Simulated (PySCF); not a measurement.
Match each property card to its molecule.

Structures:
1. `O=C([O-])C(F)(F)C(F)(F)C(F)(F)F`
2. `C=C=CC=O`
3. `O=c1cc1F`
4. `Cc1nc2ccccc2o1`

Card P (geometry PBE0-D3(BJ)/def2-SVP):
* Rotational constants A, B, C: 14.054, 3.294, 2.719 GHz
* Static isotropic polarisability (CAM-B3LYP/def2-SVPD): 55.4 au
* Lowest singlet excitation (TDDFT CAM-B3LYP/def2-SVPD): 3.78 eV (328 nm, f = 0.000)
* Isotropic shieldings of nuclei other than C and H, by class (GIAO PBE0/pcSseg-1): -359 (1 O) ppm
* Lowest triplet excitation (Tamm–Dancoff) (TDA CAM-B3LYP/def2-SVPD): 3.28 eV
* 13C chemical shifts (computed TMS as zero) by class (GIAO PBE0/pcSseg-1): 231.8 (1 C), 189.1 (1 C), 96.4 (1 C), 83.9 (1 C) ppm

Card Q (geometry PBE0-D3(BJ)/def2-SVP):
- Rotational constants A, B, C: 1.227, 0.734, 0.636 GHz
- Largest of the computed one-bond spin–spin couplings (means over like bonds) (B3LYP/pcJ-1): 19F–13C -349.4 (×3), 19F–13C -329.0 (×2), 19F–13C -315.6 (×2) Hz
- 13C chemical shifts (computed TMS as zero) by class (GIAO HF/pcSseg-2): 169.1 (1 C), 112.1 (1 C), 105.5 (1 C), 104.7 (1 C) ppm
- Point group: C1
- Isotropic shieldings of nuclei other than C and H, by class (GIAO HF/pcSseg-2): 32 (2 O), 301 (3 F), 349 (2 F), 356 (2 F) ppm
- HOMO energy (HF/pcSseg-2): -6.64 eV

Card R (geometry PBE0-D3(BJ)/def2-SVP):
* Rotational constants A, B, C: 3.895, 1.048, 0.830 GHz
* Static isotropic polarisability (CAM-B3LYP/def2-SVPD): 101.1 au
* HOMO energy (CAM-B3LYP/def2-SVPD): -8.02 eV
* Lowest singlet excitation (TDDFT CAM-B3LYP/def2-SVPD): 5.20 eV (239 nm, f = 0.082)
* Strongest line among the 6 lowest singlet transitions (TDDFT CAM-B3LYP/def2-SVPD): S6 at 6.85 eV (181 nm, f = 0.577)

Card S (geometry PBE0-D3(BJ)/def2-SVP):
- Rotational constants A, B, C: 15.601, 3.869, 3.100 GHz
- Static isotropic polarisability (CAM-B3LYP/def2-SVPD): 35.9 au
- Point group: Cs
- Dipole moment (CAM-B3LYP/def2-SVPD): 3.59 D
- Core binding energies (ΔSCF SCAN, pcX-2 on the ionised atom, pcseg-1 elsewhere, spin-free X2C): C1s 292.5, C1s 294.6, C1s 294.7, O1s 538.1, F1s 694.6 eV
- HOMO energy (CAM-B3LYP/def2-SVPD): -9.13 eV
- Isotropic shieldings of nuclei other than C and H, by class (GIAO KT3/pcSseg-2): 49 (1 O), 224 (1 F) ppm

All species are isolated and taken at one optimised geometry, non-relativistic unless stated; the electronic structure was computed with PySCF and density fitting. NMR classes are plain means over equivalent atoms (diastereotopic ones count apart unless rotation or inversion swaps them), as if these changed places fast.

Task: Which card belongs to which structure?

Result: P = 2, Q = 1, R = 4, S = 3. What ties each card to its structure:
- 1 (card Q), [C4F7O2]-, monoisotopic mass 213.0 u, 13 heavy atoms: 4 C in 4 classes; point group C1; a HOMO at -6.64 eV for the only species of charge -1; the least shielded carbon (169.1 ppm) is a carboxylate carbon; an asymmetric top with C = 0.636 GHz, the lowest such constant on the cards.
- 2 (card P), C4H4O, monoisotopic mass 68.0 u, 5 heavy atoms: 4 C in 4 classes; the least shielded carbon (231.8 ppm) is a central carbon of cumulated double bonds; an asymmetric top with C = 2.719 GHz; polarisability 55.4 au for 36 electrons.
- 3 (card S), C3HFO, monoisotopic mass 72.0 u, 5 heavy atoms: core lines of C, F and O; an asymmetric top with C = 3.100 GHz, the highest such constant on the cards; polarisability 35.9 au for 36 electrons, the smallest shown; dipole 3.59 D.
- 4 (card R), C8H7NO, monoisotopic mass 133.1 u, 10 heavy atoms: an asymmetric top with C = 0.830 GHz; polarisability 101.1 au for 70 electrons, the largest shown.
